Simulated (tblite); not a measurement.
CH11PSi3.
Cartesian coordinates in Å at the GFN2-xTB level; atoms count from 1:
```
atom  x, y, z in Å
Si1   -2.0826   -1.0046   -0.0410
C2    -0.5370    0.0159    0.3926
Si3   -0.5747    1.7696   -0.3536
Si4    1.0700   -0.9187   -0.0072
P5     2.7822    0.2057    0.9104
H6    -2.1557   -1.2046   -1.4883
H7    -3.2824   -0.2997    0.4178
H8    -2.0129   -2.3089    0.6222
H9    -0.5477    0.1525    1.4791
H10    0.5743    2.5446    0.1237
H11   -0.5257    1.6837   -1.8158
H12   -1.8066    2.4494    0.0552
H13    1.2320   -1.0928   -1.4580
H14    1.0851   -2.2564    0.6033
H15    3.0365    0.9938   -0.1951
H16    3.7376   -0.7204    0.5385
```

Computed with GFN2-xTB (tblite): harmonic, unscaled wavenumbers at the GFN2-xTB geometry, gas phase. This tight-binding method is rough: wavenumbers can miss measured ones by several per cent, in bad cases by 10 to 20. Modes of hydrogen on phosphorus and silicon can be 10 to 20 % off. One conformer, not necessarily the lowest.

Harmonic wavenumbers (cm⁻¹): 36.0, 83.5, 102.6, 116.3, 135.2, 160.4, 180.6, 221.7, 407.3, 463.4, 498.3, 502.2, 514.6, 529.9, 547.3, 633.8, 663.9, 686.3, 710.0, 771.2, 776.3, 785.0, 785.9, 788.4, 805.2, 810.4, 836.4, 838.3, 1066.0, 1073.4, 1151.5, 2181.1, 2192.2, 2232.5, 2237.7, 2244.1, 2251.4, 2253.5, 2268.1, 2312.3, 2400.0, 2906.3.

A = 2604, B = 1041, C = 796.0 MHz; mass 137.991 u (most abundant isotopes); point group C1, symmetry number 1.

Task: What is the zero-point energy?

Result: ½Σν̃ = 21580 cm⁻¹ = 258.16 kJ/mol.

Task: What is S at 350 K and 1 bar for an ideal gas of classical rigid rotors and harmonic oscillators?

Result: Translation 173.64, rotation 124.96, vibration 165.78: S = 464.4 J/(mol K).

Task: And Cp and H(350 K) − H(0)?

Result: Cp = 196.88 J/(mol K), of which vibrations give 163.62 (their classical limit is 42 R = 349.2); H(350 K) − H(0) = 41.62 kJ/mol without the zero-point energy, 29.98 from vibrations.

Task: How do the functions run with temperature in this model?

Result: 
```json
{"T (K)": "50", "S (J/(mol K))": "249.9", "Cp (J/(mol K))": "60.2", "H − H(0) (kJ/mol)": "2.19", "G − H(0) (kJ/mol)": "-10.31", "ln q(vib)": "0.66"}
{"T (K)": "100", "S (J/(mol K))": "300.1", "Cp (J/(mol K))": "85.5", "H − H(0) (kJ/mol)": "5.89", "G − H(0) (kJ/mol)": "-24.13", "ln q(vib)": "2.12"}
{"T (K)": "298.15", "S (J/(mol K))": "434.4", "Cp (J/(mol K))": "177.3", "H − H(0) (kJ/mol)": "31.90", "G − H(0) (kJ/mol)": "-97.61", "ln q(vib)": "8.10"}
{"T (K)": "373.15", "S (J/(mol K))": "477.2", "Cp (J/(mol K))": "204.6", "H − H(0) (kJ/mol)": "46.27", "G − H(0) (kJ/mol)": "-131.82", "ln q(vib)": "10.32"}
{"T (K)": "500", "S (J/(mol K))": "542.1", "Cp (J/(mol K))": "238.7", "H − H(0) (kJ/mol)": "74.51", "G − H(0) (kJ/mol)": "-196.57", "ln q(vib)": "13.94"}
{"T (K)": "750", "S (J/(mol K))": "648.1", "Cp (J/(mol K))": "283.6", "H − H(0) (kJ/mol)": "140.23", "G − H(0) (kJ/mol)": "-345.86", "ln q(vib)": "20.50"}
{"T (K)": "1000", "S (J/(mol K))": "734.0", "Cp (J/(mol K))": "312.7", "H − H(0) (kJ/mol)": "215.04", "G − H(0) (kJ/mol)": "-518.97", "ln q(vib)": "26.30"}
```

q(vib) and H(0) count from the zero-point level.

Task: Blend soft modes into free rotors: weight 1/[1 + (100 cm⁻¹/ν̃)⁴] for the oscillator and the rest for a rotor with moment μB/(μ + B), μ = h/(8π²ν), B = 10⁻⁴⁴ kg m². What vibrational entropy results?

Result: 152.94 J/(mol K) in place of 165.78, which changes −T·S at 350 K by +4.50 kJ/mol.

Hindered rotation and anharmonicity are outside this model. Other conformers, if any are populated, would add a mixing term that is left out. The structure is chiral; the term R ln 2 for an equal mix with its mirror image is left out.
